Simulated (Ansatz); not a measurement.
C₂H₆ClGaO₂ (`C[O][Ga]([Cl])[O]C`), relaxed with RKS PBE-D4/def2-SVP in the Gaussian-basis code of Ansatz from a rough embedded geometry. The force threshold is 0.03 eV/Å; the program also tests the step.

Charge 0, multiplicity 1.

Start:

```xyz
12

C    -1.370    1.299   -0.213
O    -1.556    0.103   -1.012
Ga   -0.334   -1.056   -0.522
Cl    1.070   -0.263   -2.749
O     0.638   -1.680   -0.002
C     1.264   -0.930    0.965
H    -0.376    1.686   -0.395
H    -2.150    1.973   -0.508
H    -1.502    0.990    0.796
H     1.659    0.031    0.501
H     2.105   -1.480    1.385
H     0.551   -0.673    1.754
```

By how much does the energy fall, and how many steps does the optimiser take? (Estimate.)

Computed: 273.62 kcal/mol, in 27 steps, 2 of them rejected.

Which bonds change most? (Best estimate.)

The calculation gave: Ga3–Cl4 from 2.749 to 2.136 Å; Ga3–O5 from 1.267 to 1.794 Å; C1–H9 from 1.064 to 1.115 Å; O5–C6 from 1.374 to 1.415 Å.

Give the relaxed structure. (Best estimate.)

The calculation gave: 
```xyz
12

C    -1.428    1.253   -0.066
O    -1.078    0.641   -1.293
Ga    0.154   -0.650   -1.477
Cl    0.361   -1.503   -3.425
O     1.230   -1.300   -0.198
C     1.317   -0.790    1.120
H    -0.556    1.681    0.481
H    -2.124    2.091   -0.284
H    -1.955    0.558    0.629
H     1.849    0.191    1.164
H     1.902   -1.511    1.732
H     0.327   -0.661    1.617
```
